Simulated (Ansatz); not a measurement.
Harmonic frequencies (cm⁻¹) at PBE0-D4/def2-TZVP from Ansatz: 126, 135, 159, 181, 212, 228, 267, 404, 550, 645, 750, 798, 805, 913, 1282, 1439, 1442, 2434, 3057, 3143, 3157.

Each molecule was computed in one conformer, which needn't be the lowest.

**Question.** Which molecule is it?
A. `C[Si](F)(Cl)[SeH]`
B. `CO[Si](F)(F)F`
C. `O[SiH](F)[SiH3]`
D. `C[Se][SiH](F)Cl`

**Answer.** A.
